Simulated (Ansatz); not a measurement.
Gas-phase electronic energies from Ansatz, PBE0-D4/def2-TZVP geometries. CBS: MP2 limit from def2 TZ/QZ plus the TZ coupled-cluster correction, frozen cores. DFT in def2-TZVPP. B3LYP here is the variant with VWN-RPA as its local correlation; programs differ in this. One conformer a species, not always the lowest.

Consider the formal exchange of groups at a B–C bond: `CCB(N)N` + `NCSCO` → `NB(N)CO` + `CCSCN`.

```csv
level,ΔE (eV)
PBE-D4,0.14
r2SCAN-D4,0.14
ωB97X-V,0.09
PBE,0.15
r2SCAN,0.15
B3LYP,0.13
SCS-MP2/def2-QZVPP,0.09
HF/CBS(def2),0.12
```

(1) What does CCSD(T)/CBS give? (Best estimate.)

Largest T1 diagnostic among the species: 0.011.

## Answers

(1) Computed: +0.09 eV. The listed levels differ from it by 0.05, 0.05, 0.00, 0.06, 0.06, 0.04, 0.00, 0.03 eV.
